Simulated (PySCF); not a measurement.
## Correlation energy of Cs (caesium, neutral)

[Xe] 6p1, 2P determinant (an excited configuration). All numbers are calculated (PySCF 2.14, scalar relativity by spin-free X2C-1e, in aug-cc-pwCVTZ-X2C). Frozen: [Kr] 4d10; 9 electrons correlated.

```csv
level,correlation energy (mhartree)
CCSD,-171.86
(T),-5.25
CCSD(T),-177.11
```

Diagnostics: T1 = 0.018, D1 = 0.0779, largest double amplitude 0.020.

Spin-orbit coupling, absent here, splits the open shell strongly.

Cost of the coupled-cluster step: roughly 50 core-seconds, for 9 correlated electrons.

Iterations:

```
CC2 = 0
CCSD nocc = (np.int64(5), np.int64(4)), nmo = (86, 86)
frozen orbitals [[0, 1, 2, 3, 4, 5, 6, 7, 8, 9, 10, 11, 12, 13, 14, 15, 16, 17, 18, 19, 20, 21, 22], [0, 1, 2, 3, 4, 5, 6, 7, 8, 9, 10, 11, 12, 13, 14, 15, 16, 17, 18, 19, 20, 21, 22]]
max_cycle = 100
direct = 0
conv_tol = 1e-08
conv_tol_normt = 1e-06
diis_space = 8
diis_start_cycle = 0
Init t2, MP2 energy = -0.156042282348044
Init E_corr(UCCSD) = -0.156042282387692
cycle = 1  E_corr(UCCSD) = -0.168381401422363  dE = -0.012339119  norm(t1,t2) = 0.0425376
cycle = 2  E_corr(UCCSD) = -0.17097139720955  dE = -0.00258999579  norm(t1,t2) = 0.0186834
cycle = 3  E_corr(UCCSD) = -0.17223955970299  dE = -0.00126816249  norm(t1,t2) = 0.0116969
cycle = 4  E_corr(UCCSD) = -0.171900676555999  dE = 0.000338883147  norm(t1,t2) = 0.00275816
cycle = 5  E_corr(UCCSD) = -0.171853557966653  dE = 4.71185893e-05  norm(t1,t2) = 0.000535247
cycle = 6  E_corr(UCCSD) = -0.171864850258937  dE = -1.12922923e-05  norm(t1,t2) = 0.00013394
cycle = 7  E_corr(UCCSD) = -0.171864982419463  dE = -1.32160527e-07  norm(t1,t2) = 2.71177e-05
cycle = 8  E_corr(UCCSD) = -0.171864780010148  dE = 2.02409315e-07  norm(t1,t2) = 5.9496e-06
cycle = 9  E_corr(UCCSD) = -0.171864789271531  dE = -9.26138308e-09  norm(t1,t2) = 1.19122e-06
cycle = 10  E_corr(UCCSD) = -0.171864790553411  dE = -1.28187938e-09  norm(t1,t2) = 3.18409e-07
UCCSD converged
E(UCCSD) = -7783.23156047551  E_corr = -0.1718647905534106
UCCSD(T) correction = -0.00525326042865139
```
